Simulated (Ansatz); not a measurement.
Geometry optimisation, RHF/def2-SVP in Ansatz 0.2.0.

input.yaml

```yaml
crystal:
  periodic: [false, false, false]
  atoms:
    - { symbol: F, position_ang: [-1.95802, -0.07809, -0.66867] }
    - { symbol: B, position_ang: [-0.75581, -0.37454, -0.2305] }
    - { symbol: As, position_ang: [0.60222, 1.11745, 0.04083] }
    - { symbol: H, position_ang: [-0.56823, -1.51914, -0.02245] }
    - { symbol: H, position_ang: [1.7136, 0.27091, -0.51951] }
    - { symbol: H, position_ang: [0.96624, 0.58341, 1.40029] }
basis:
  gaussian: { orbitals: def2-SVP }
hamiltonian:
  xc: hf
relax:
  f_tol: 0.015
  max_steps: 40
output:
  orbitals: {}
```

Launched with:

```bash
$ ansatz run input.yaml --threads 1 --pin off --max-ram 2048MiB --backend cpu --events-out ev --progress --plain --runs-dir out
```

Question: Where does it end, and by what steps?

Answer: The forces met the threshold. After 15 steps the energy has fallen by 0.221 eV; H4 moved furthest, 0.93 Å.

| step | energy less start (eV) | largest force component (eV/Å) | accepted |
| --- | --- | --- | --- |
| 0 | 0.0000 | 0.804 | yes |
| 1 | -0.0325 | 0.333 | yes |
| 2 | -0.0542 | 0.157 | yes |
| 3 | -0.0538 | 0.126 | no |
| 4 | -0.0548 | 0.028 | yes |
| 5 | -0.0593 | 0.151 | yes |
| 6 | -0.0609 | 0.827 | yes |
| 7 | -0.1200 | 0.378 | yes |
| 8 | -0.1664 | 0.472 | yes |
| 9 | -0.2057 | 0.389 | yes |
| 10 | -0.2001 | 0.272 | no |
| 11 | -0.2102 | 0.441 | yes |
| 12 | -0.2085 | 0.345 | no |
| 13 | -0.2203 | 0.083 | yes |
| 14 | -0.2209 | 0.072 | yes |
| 15 | -0.2211 | 0.012 | yes |

```xyz
6
Properties=species:S:1:pos:R:3
F -1.893 -0.196 0.243
B -0.736 -0.462 -0.317
As 0.779 0.910 -0.216
H -0.637 -1.478 -0.946
H 1.891 -0.080 0.011
H 0.596 1.306 1.225
```

Whether the end is a true minimum wasn't checked by a vibrational analysis.

Time of the run: 90 s on 1 thread of Intel(R) Xeon(R) Processor @ 2.50GHz (Skylake/Cascade Lake) (shared host), peak memory 0.14 GiB.
